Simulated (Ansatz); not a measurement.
Mulliken charges of C₂H₆InN, SMILES `C=C[NH][InH2]` from r2SCAN/def2-TZVPP in Ansatz (PBE0-D4/def2-TZVP geometry).

| atom | x (Å) | y (Å) | z (Å) | charge (e) |
| --- | --- | --- | --- | --- |
| C1 | 0.689 | 1.278 | 0.891 | -0.286 |
| C2 | 0.959 | -0.012 | 0.673 | 0.084 |
| N3 | 0.252 | -0.897 | -0.113 | -0.432 |
| In4 | -1.438 | -0.628 | -1.222 | 0.519 |
| H5 | -0.163 | 1.778 | 0.442 | 0.060 |
| H6 | 1.330 | 1.862 | 1.535 | 0.075 |
| H7 | 1.834 | -0.442 | 1.159 | 0.063 |
| H8 | 0.658 | -1.818 | -0.122 | 0.158 |
| H9 | -2.163 | 0.914 | -1.235 | -0.120 |
| H10 | -1.875 | -2.087 | -2.004 | -0.122 |

Q: By hand: the dipole of these point charges (1 e Å = 4.8032 D).

A: Σ q r = (-0.174, -0.229, -0.196) e Å, of length 0.348 e Å = 1.67 D.

Q: How does the dipole of the full density compare? (An estimate is asked.)

A: The calculation gave: (-0.066, -0.271, -0.133) e Å, 1.48 D; the point charges give 1.13 times that, at 22° from its direction.

Point charges leave out the atoms' own dipoles, such as those of lone pairs, and Mulliken's split depends on the basis, so the two needn't agree.
